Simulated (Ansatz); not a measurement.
Mulliken charges of CH$_{4}$ClFHfOS, SMILES `C[S][Hf]([OH])([F])[Cl]` from B3LYP/def2-TZVPP in Ansatz (PBE0-D4/def2-TZVP geometry).

```tsv
atom	x (Å)	y (Å)	z (Å)	charge (e)
C1	-0.312	1.404	1.066	-0.234
S2	-1.035	-0.250	1.365	-0.252
Hf3	0.323	-1.290	-0.346	0.992
O4	-0.093	-0.510	-2.026	-0.430
F5	2.143	-0.885	0.041	-0.346
Cl6	-0.092	-3.601	-0.321	-0.273
H7	0.078	1.784	2.009	0.130
H8	-1.089	2.069	0.691	0.124
H9	0.513	1.401	0.347	0.101
H10	-0.435	-0.123	-2.825	0.189
```

**Question.** By hand: the dipole of these point charges (1 e Å = 4.8032 D).

**Answer.** Σ q r = (-0.177, 0.570, -0.144) e Å, of length 0.614 e Å = 2.95 D.

**Question.** How does the dipole of the full density compare? (Estimate.)

**Answer.** Ansatz gave: (-0.131, 0.561, -0.409) e Å, 3.39 D; the point charges give 0.87 times that, at 22° from its direction.

Point charges leave out the atoms' own dipoles, such as those of lone pairs, and Mulliken's split depends on the basis, so the two needn't agree.

B3LYP here is the variant with VWN-RPA as its local correlation; programs differ in this.
